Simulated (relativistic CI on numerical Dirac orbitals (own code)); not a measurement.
Ce³⁺: M4,5 absorption edge

Computed with this model: Dirac-Coulomb-Breit CI, orbitals from a KLI potential per configuration, model QED, valence Slater integrals scaled by 0.8, multiplet model of core-to-valence dipole absorption; configurations [Xe] 4f → [Ar] 3d9 4s2 4p6 4d10 4f2 5s2 5p6; 300 K; Lorentzian 0.36 eV and Gaussian 0.4 eV FWHM. Energies are those of the free ion, without screening or charge transfer. The branching ratio is the share of the lower-energy edge in the whole absorption, uncertain by about 0.02 where the edges overlap. S is read from ⟨S²⟩ = S(S + 1).

Field parameters in Wybourne normalisation. The field is a parameter set, without covalency.

free ion: ground-state S = 0.50, centroid 893.37 eV, branching ratio 0.476. Peaks (eV, height): 883.6 (50), 884.8 (96), 898.9 (14), 900.4 (42), 902.1 (100), 905.1 (7).

D3d, B20 = 1970, B40 = 120, B43 = 1670, B60 = 430, B63 = 330, B66 = 190 cm⁻¹: ground-state S = 0.50, centroid 893.39 eV, branching ratio 0.475. Peaks (eV, height): 883.7 (54), 884.8 (86), 899.0 (14), 900.5 (41), 902.2 (100).

The statistical ratio of this edge is 3/5 = 0.600. Values above it arise where the holes sit mainly in the j = l + 1/2 valence subshell or the ground state has high spin; values below it where core-valence Coulomb terms move weight to the upper edge, as in nearly empty shells.

Strongest unbroadened transitions for free ion:

```csv
Energy (eV),Relative strength
881.81,2.5
882.27,2.3
883.34,17.4
883.48,23.5
883.71,16.3
884.04,29.6
884.75,76.3
884.97,43.7
898.80,8.2
899.04,6.3
899.66,2.8
900.42,46.6
901.22,5.1
902.09,100.0
902.45,2.8
902.53,47.7
902.99,8.1
905.11,6.6
```
